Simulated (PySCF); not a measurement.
Identify the unknown among the candidates.

All candidates are C7H5NO.

* Dipole: 3.61 D [CAM-B3LYP/def2-SVPD]
* UV, first state: lowest singlet excitation: 4.78 eV (259 nm, f = 0.084) [TDDFT CAM-B3LYP/def2-SVPD]
* UV, strongest line: among the 6 lowest singlet transitions: S4 at 6.50 eV (191 nm, f = 0.634) [TDDFT CAM-B3LYP/def2-SVPD]
* Rotational structure: rotational constants A, B, C: 3.069, 1.512, 1.013 GHz [PBE0-D3(BJ)/def2-SVP]
* Polarisability: 89.4 au [CAM-B3LYP/def2-SVPD]

Electronic properties: PySCF, gas phase, density fitting. Levels stand in brackets. Isolated species at its PBE0-D3(BJ)/def2-SVP geometry (one conformer only).

Question: Which candidate is it?
A. `c1cc2ccoc2cn1`
B. `N#Cc1ccccc1O`
C. `c1ccc2ocnc2c1`

Answer: B. It is `N#Cc1ccccc1O`. Numbering: `[N:1]#[C:2][c:3]1[cH:4][cH:5][cH:6][cH:7][c:8]1[OH:9]`. Its formula, C7H5NO, gives 6 degrees of unsaturation: 1 ring and 5 π bonds in the structure found (Kekulé form). S1 is mainly HOMO→LUMO (weight 0.85); the largest Löwdin shares of the orbital it empties are 0.20 on an aromatic CH carbon, 0.18 on the phenol-type oxygen, 0.15 on the aromatic carbon bearing oxygen and 0.11 on the substituted aromatic carbon, of the orbital it fills 0.18 on an aromatic CH carbon, 0.14 on the substituted aromatic carbon, 0.14 on an aromatic CH carbon and 0.12 on the nitrile nitrogen. The optimised geometry has point group Cs and is an asymmetric top.

The others, at the same levels:
- `c1ccc2ocnc2c1` fails: its computed lowest singlet excitation is 5.22 eV (237 nm, f = 0.056) (against 4.78 eV), static isotropic polarisability is 86.1 au (against 89.4 au) and rotational constant A is 3.988 GHz (against 3.069 GHz).
- `c1cc2ccoc2cn1` fails: its computed lowest singlet excitation is 4.97 eV (249 nm, f = 0.003) (against 4.78 eV), static isotropic polarisability is 86.4 au (against 89.4 au) and rotational constant A is 4.075 GHz (against 3.069 GHz).

Each candidate is one conformer, not necessarily the lowest. The conformers computed, where there is a choice (atom-mapped SMILES and torsion angles):
- `[N:1]#[C:2][c:3]1[cH:4][cH:5][cH:6][cH:7][c:8]1[OH:9]`: H–O9–C8–C7 180°
